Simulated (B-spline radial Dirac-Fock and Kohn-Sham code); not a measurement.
**How the levels of mercury move as electrons are removed**

These are calculated numbers from a radial finite-basis atomic code; the model is ΔSCF Dirac-Fock with Breit, self-energy and vacuum polarisation, finite nucleus, configuration average. Each ion is free and in its tabulated ground configuration. Correlation energy is missing from these numbers.

Reference: Hg³⁰⁺, [Kr] 4d10 4f4, with K 84186.8 eV, L2 15300.0 eV, L3 13375.3 eV, M1 4654.3 eV, N2 1676.4 eV, Kα1 (K-L3) 70811.5 eV, Kβ1 (K-M3) 80251.8 eV, Lℓ (L3-M1) 8721.0 eV. Shifts from it, in eV (a dash: the subshell is empty, belongs to an open shell averaged over j, or its hole state is left out as unreliable):

```
  ion  configuration       K      L2      L3      M1      N2    Kα1     Kβ1      Lℓ
Hg³¹⁺  [Kr] 4d10 4f3   +65.7   +67.0   +67.3   +67.5   +56.5  -1.62   -1.42   -0.23
Hg³²⁺  [Kr] 4d10 4f2       ?       ?       ?       ?       ?      ?       ?       ?
Hg³³⁺  [Kr] 4d10 4f1  +201.4  +205.6  +206.4  +206.7  +172.1  -5.02   -3.99   -0.32
Hg³⁴⁺      [Kr] 4d10  +271.4  +277.1  +278.2  +278.3  +231.2  -6.80   -5.12   -0.17
Hg³⁵⁺       [Kr] 4d9  +349.0  +354.1  +354.9  +348.3  +287.5  -5.94   +2.85   +6.56
Hg³⁶⁺       [Kr] 4d8  +427.8  +432.4  +432.8  +419.2  +344.3  -5.01  +11.16  +13.55
Hg³⁷⁺       [Kr] 4d7  +507.8  +511.8  +511.8  +491.0  +401.6  -4.03  +19.79  +20.79
Hg³⁸⁺       [Kr] 4d6  +589.0  +592.4  +592.0  +563.6  +459.6  -2.98  +28.77  +28.31
Hg³⁹⁺       [Kr] 4d5  +671.4  +674.1  +673.3  +637.2  +518.1  -1.87  +38.08  +36.08
Hg⁴⁰⁺       [Kr] 4d4  +755.0  +757.0  +755.7  +711.6  +577.2  -0.70  +47.74  +44.13
```

Q: Give the missing shifts for Hg³²⁺.

A: K +132.8, L2 +135.5, L3 +136.1, M1 +136.4, N2 +113.9, Kα1 -3.29, Kβ1 -2.76, Lℓ -0.33 (eV).

Over this range K (1s) moves by +755.0 eV and Kα1 by -0.7 eV: a line is a difference of two levels that shift in the same direction.
